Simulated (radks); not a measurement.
Ag2+, configuration [Kr] 4d9 (the NIST ground configuration).

All-electron calculation, Dirac Kohn-Sham, LDA (Slater exchange, Perdew-Zunger correlation), spin-unpolarised, spherical densities, point nucleus; open shells are shared between the two j in proportion to 2j + 1. Program: a radial shooting solver on a logarithmic mesh with Libxc functionals.

Energy parts (eV):
part                       energy
total                 -144525.545
kinetic                151214.598
electron-nucleus      -349628.143
Hartree                 57800.522
exchange-correlation    -3912.522

Orbitals (lengths in bohr, moments of r in powers of bohr):
| orbital | occ. | eigenvalue (eV) | <1/r> | <r^4> | <r^2> |
|---|---|---|---|---|---|
| 1s1/2 | 2 | -25306.98 | 49.39 | 4.465e-06 | 0.001311 |
| 2s1/2 | 2 | -3745.550 | 11.38 | 0.0007928 | 0.02144 |
| 2p1/2 | 2 | -3484.407 | 11.36 | 0.0005156 | 0.01601 |
| 2p3/2 | 4 | -3309.345 | 10.68 | 0.0005943 | 0.01734 |
| 3s1/2 | 2 | -704.8500 | 3.977 | 0.03729 | 0.1559 |
| 3p1/2 | 2 | -600.8477 | 3.886 | 0.03687 | 0.1512 |
| 3p3/2 | 4 | -569.9474 | 3.718 | 0.04132 | 0.1603 |
| 3d3/2 | 4 | -385.1064 | 3.556 | 0.03738 | 0.1411 |
| 3d5/2 | 6 | -378.8766 | 3.513 | 0.03876 | 0.1439 |
| 4s1/2 | 2 | -117.5841 | 1.529 | 1.324 | 0.9371 |
| 4p1/2 | 2 | -84.6564 | 1.408 | 1.861 | 1.086 |
| 4p3/2 | 4 | -79.4487 | 1.354 | 2.117 | 1.157 |
| 4d3/2 | 3.6 | -29.5175 | 1.032 | 7.838 | 2.030 |
| 4d5/2 | 5.4 | -28.8949 | 1.018 | 8.266 | 2.084 |

The highest occupied level is 4d5/2 at -28.895 eV. For comparison, the ionisation energy in NIST's Atomic Spectra Database is 34.8 eV (semi-empirical). In exact Kohn-Sham theory the highest level is minus the ionisation energy, but local and semilocal functionals leave it too shallow, through self-interaction and a potential that decays too fast; potentials with the right tail come closer. The density falls to 0.001 e/bohr^3 at r = 3.30 bohr. Summed over all electrons, <r^2> = 30.07 bohr^2, which gives a Langevin (diamagnetic) susceptibility term of -23.8 x 10^-6 cm^3/mol.

Beside tabulated values, note that spin-unpolarised runs miss the spin-polarisation part of the exchange energy of open shells.
